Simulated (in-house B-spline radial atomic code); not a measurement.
**Response and correlation of Cs II (Cs+)**

Closed shell [Kr] 4d10 5s2 5p6. Computed with a B-spline radial code for spherical atoms: Dirac-Hartree-Fock, relativistic RPA (time-dependent Dirac-Hartree-Fock) for the response and second-order many-body perturbation theory for correlation, no-pair Dirac-Coulomb Hamiltonian, finite nucleus.

```tsv
multipole (bohr³, bohr⁵, bohr⁷)	uncoupled	coupled RPA
dipole	16.789	15.809
quadrupole	68.52	86.399
octupole	727.21	?
```

Question: What is the coupled octupole polarisability?

Answer: 1014.2 atomic units, +39 % against the uncoupled value.

Question: Which subshells carry the dipole polarisability?

Answer: 5p3/2 71.4 %, 5p1/2 27.1 %, 4d5/2 0.6 %.

Question: What does the dipole shielding factor come to?

Answer: The dipole shielding factor is 0.982, against the exact N/Z = 54/55 = 0.982 of the non-relativistic theorem.

Dipole polarisability at imaginary frequency:

| u (Eh) | α(iu) (bohr³) |
| --- | --- |
| 0 | 15.81 |
| 0.141 | 15.14 |
| 0.424 | 11.46 |
| 0.849 | 6.634 |
| 1.41 | 3.624 |
| 2.83 | 1.395 |
| 5.66 | 0.5044 |
| 14.1 | 0.1147 |

Question: What dispersion coefficients follow for two such ions (the dispersion part alone)?

Answer: C6 = (3/π)∫α(iu)²du = 137.2 hartree·bohr⁶ and C8 = 4035 hartree·bohr⁸.

Lowest J = 1 odd-parity excitations:

| energy (eV) | oscillator strength | leading channel | weight |
| --- | --- | --- | --- |
| 13.012 | 0.00539 | 5p3/2 → d3/2 | 0.554 |
| 13.762 | 0.361 | 5p3/2 → s1/2 | 0.845 |
| 15.324 | 0.666 | 5p1/2 → s1/2 | 0.592 |
| 15.429 | 0.0881 | 5p1/2 → s1/2 | 0.364 |
| 17.302 | 2.11 | 5p1/2 → d3/2 | 0.598 |
| 18.357 | 0.0937 | 5p3/2 → s1/2 | 0.968 |
| 18.624 | 0.0418 | 5p3/2 → d3/2 | 0.82 |
| 19.205 | 0.797 | 5p3/2 → d5/2 | 0.75 |

Second-order correlation energy by the highest angular momentum of the excited pair (hartree): s -0.02614, p -0.2442, d -0.7841, f -1.308, g -0.4185, h -0.1818, i -0.08297, k -0.04234.

Question: What is the second-order correlation energy at the partial-wave limit?

Answer: The listed waves sum to -3.0883 hartree; extrapolating the increments as (l + 1/2)⁻⁴ gives -3.1749 hartree, -1.6 eV per electron.
